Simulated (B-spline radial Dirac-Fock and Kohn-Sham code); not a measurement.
## Pt 5d3/2: cross section and angular parameters

System: neutral platinum, 1s2 2s2 2p6 3s2 3p6 3d10 4s2 4p6 4d10 4f14 5s2 5p6 5d9 6s1; threshold 10.39 eV (orbital energy of the model). Model: Dirac-Hartree-Slater photoionisation with a Latter tail; cross sections with all multipoles, angular parameters from the dipole term and its interference with E2. Program: a B-spline atomic structure program.

For linearly polarised light dσ/dΩ = σ/(4π) [1 + β P₂(cos θ) + (δ + γ cos²θ) sin θ cos φ], with θ from the polarisation vector and φ the angle between the beam and the projection of the electron momentum on the plane normal to the polarisation.

```csv
hν (eV),σ (kb),β,γ,δ
55.9,5300,0.880,0.010,0.011
88.8,1040,1.489,0.081,0.019
113,367,1.833,0.199,0.017
125,230,1.942,0.273,0.010
150,96.8,1.910,0.401,-0.012
212,30.0,-0.056,0.089,0.002
259,28.3,-0.684,-0.106,0.060
300,30.4,-0.529,-0.059,0.076
400,32.7,0.039,0.121,0.060
465,31.8,0.300,0.178,0.044
469,31.7,0.313,0.180,0.043
490,31.2,0.380,0.189,0.039
604,27.5,0.653,0.191,0.019
697,24.2,0.805,0.162,0.009
800,20.9,0.928,0.121,0.003
1340,10.0,1.241,-0.026,0.003
1486.9,8.39,1.282,-0.037,0.006
2510,2.95,1.401,0.070,0.028
3740,1.15,1.410,0.344,0.050
3990,0.973,1.406,0.402,0.054
4000,0.967,1.406,0.405,0.054
4510,0.707,1.394,0.522,0.062
5160,0.492,1.375,0.667,0.073
6000,0.323,1.346,0.840,0.086
6920,?,?,?,?
7220,0.190,1.303,1.067,0.106
7420,0.175,1.296,1.101,0.109
9360,0.0866,1.229,1.403,0.141
13000,0.0304,1.116,1.840,0.201
15000,0.0189,1.062,2.025,0.235
```

Q: Give the values at 6920 eV.

A: σ = 0.215 kb, β = 1.314, γ = 1.014, δ = 0.101.

Values without a named source are computed, but for edge energies of neutral atoms, which are taken from tables.
